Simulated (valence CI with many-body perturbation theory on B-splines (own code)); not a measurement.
## Nd11+: calculated level list

Computed by valence CI with perturbative core correlation (CI+MBPT): three valence electrons over a frozen Dirac-Fock core [Kr] 4d10, a basis of 7 s, 7 p, 7 d, 7 f, 4 g, 2 h functions for each j, with the one-electron correlation potential Σ1, the two-electron term Σ2, the three-electron term Σ3, Breit, model QED; selected CI, second order for the rest, scaled by the run's own slope (own B-spline code, finite nucleus).

No measured spectrum was set against this ion. As an estimate, terms of the open shell hold to a few per cent of their energy, and close levels can change places; configurations with another count of f electrons can be misplaced by thousands of cm⁻¹.

Levels 136 to 180 of 200, with energies above the lowest level, 4f 5s2 2F°_5/2. "Leading %" is the weight of the configuration and term that name the level; weights of strongly mixed levels are sums over their largest components and can fall short. In the jj column 3d3/2^4 stands for four electrons in 3d with j = 3/2. Lifetimes count E1, E2, E3, M1 and M2 decay at the calculated energies, and are blank where another channel may lead or the interval is too uncertain; long ones can be off by a factor of two.

```csv
No.,Configuration,Term,J,E (eV),Leading %,Lifetime,g,Leading jj
136,4f2 5p,4D°,1/2,43.461,83,127 ps,0.107,4f5/2^2 5p3/2 (67 %)
137,4f2 5p,4F°,9/2,43.481,57,123 ps,1.244,4f7/2^2 5p3/2 (68 %)
138,4f2 5p,2I°,11/2,43.538,57,120 ps,0.994,4f5/2^2 5p3/2 (68 %)
139,4f2 5p,4G°,9/2,43.598,56,118 ps,1.122,4f5/2 4f7/2 5p3/2 (80 %)
140,4f2 5p,4G°,7/2,43.699,37,117 ps,1.037,4f5/2 4f7/2 5p3/2 (53 %)
141,4f2 5p,4G°,11/2,43.758,86,118 ps,1.248,4f7/2^2 5p3/2 (64 %)
142,4f2 5p,4D°,3/2,43.809,75,127 ps,1.141,4f5/2 4f7/2 5p3/2 (73 %)
143,4f2 5p,2I°,13/2,43.821,73,121 ps,1.096,4f5/2 4f7/2 5p3/2 (47 %)
144,4f2 5p,2P°,1/2,43.853,85,158 ps,0.605,4f7/2^2 5p3/2 (42 %)
145,4f 5p2,4D°,7/2,43.865,17,119 ps,1.128,4f7/2 5p1/2^2 (59 %)
146,4f2 5p,2G°,9/2,43.978,62,121 ps,1.090,4f5/2 4f7/2 5p3/2 (54 %)
147,4f2 5p,2D°,5/2,44.044,30,127 ps,1.157,4f5/2 4f7/2 5p3/2 (73 %)
148,4f2 5p,2G°,7/2,44.312,34,121 ps,1.057,4f7/2^2 5p3/2 (37 %)
149,4f2 5p,2H°,11/2,44.355,64,118 ps,1.039,4f5/2 4f7/2 5p3/2 (49 %)
150,4f2 5p,2F°,5/2,44.386,73,122 ps,0.830,4f5/2 4f7/2 5p3/2 (61 %)
151,4f2 5p,2F°,5/2,44.616,52,126 ps,1.060,4f7/2^2 5p3/2 (73 %)
152,4f2 5p,2G°,7/2,44.990,54,117 ps,1.004,4f7/2^2 5p3/2 (39 %)
153,4f2 5p,2G°,9/2,45.034,72,116 ps,1.140,4f7/2^2 5p3/2 (54 %)
154,4f2 5p,2D°,3/2,45.549,54,124 ps,1.065,4f5/2 4f7/2 5p3/2 (37 %)
155,4f2 5p,2K°,13/2,45.598,50,127 ps,1.004,4f5/2 4f7/2 5p3/2 (84 %)
156,4f2 5p,4P°,1/2,45.696,58,134 ps,2.311,4f5/2 4f7/2 5p3/2 (61 %)
157,4f2 5p,2F°,7/2,45.929,76,126 ps,1.153,4f5/2 4f7/2 5p3/2 (40 %)
158,4f2 5p,4P°,3/2,46.035,52,122 ps,1.678,4f5/2 4f7/2 5p3/2 (43 %)
159,4f3,2F°,7/2,46.241,74,336 ps,1.150,4f5/2^2 4f7/2 (44 %)
160,4f3,2F°,5/2,46.257,81,558 ps,0.899,4f5/2 4f7/2^2 (70 %)
161,4f2 5p,2D°,5/2,46.330,52,130 ps,1.087,4f7/2^2 5p3/2 (35 %)
162,4f2 5p,2H°,11/2,46.357,64,121 ps,1.042,4f5/2 4f7/2 5p3/2 (67 %)
163,4f2 5p,4D°,7/2,46.556,83,118 ps,1.380,4f7/2^2 5p3/2 (65 %)
164,4f2 5p,4P°,5/2,46.883,35,114 ps,1.388,4f5/2 4f7/2 5p3/2 (82 %)
165,4f 5p2,2D°,5/2,46.925,41,70.5 ps,0.964,4f5/2 5p1/2 5p3/2 (90 %)
166,4f 5p2,2G°,7/2,47.034,48,100 ps,0.944,4f5/2 5p1/2 5p3/2 (83 %)
167,4f2 5p,2K°,15/2,47.035,99,116 ps,1.066,4f5/2 4f7/2 5p3/2 (82 %)
168,4f2 5p,2P°,1/2,47.103,78,140 ps,0.694,4f7/2^2 5p1/2 (29 %)
169,4f2 5p,2D°,3/2,47.354,53,112 ps,0.927,4f5/2^2 5p3/2 (32 %)
170,4f2 5p,2H°,9/2,47.428,47,103 ps,0.990,4f5/2 5p1/2 5p3/2 (37 %)
171,4f2 5p,4P°,5/2,47.502,41,108 ps,1.377,4f5/2 4f7/2 5p3/2 (40 %)
172,4f 5p2,4D°,7/2,47.546,47,77.1 ps,1.191,4f7/2 5p1/2 5p3/2 (69 %)
173,4f 5p2,4F°,3/2,47.666,40,68.4 ps,0.781,4f5/2 5p1/2 5p3/2 (89 %)
174,4f 5p2,4G°,9/2,47.938,46,88.2 ps,1.068,4f7/2 5p1/2 5p3/2 (51 %)
175,4f2 5p,2P°,3/2,48.009,44,106 ps,1.213,4f7/2^2 5p3/2 (34 %)
176,4f 5p2,2F°,5/2,48.030,51,121 ps,0.945,4f5/2 5p1/2 5p3/2 (60 %)
177,4f 5p2,2G°,9/2,48.174,43,98.5 ps,1.187,4f7/2 5p1/2 5p3/2 (74 %)
178,4f 5p2,4D°,5/2,48.198,40,91.0 ps,1.233,4f7/2 5p1/2 5p3/2 (50 %)
179,4f2 5p,2P°,1/2,48.414,65,113 ps,0.585,4f5/2 4f7/2 5p3/2 (39 %)
180,4f 5p2,2F°,7/2,48.453,49,115 ps,1.144,4f7/2 5p1/2 5p3/2 (74 %)
```

Names give the largest LS component (configuration and term), which can be under half, so a name can repeat, a term be missing and a line seem to break the LS rules; names also repeat where a configuration has a term twice.

Where two levels of one J and parity lie close, their mixing, g and order are uncertain.
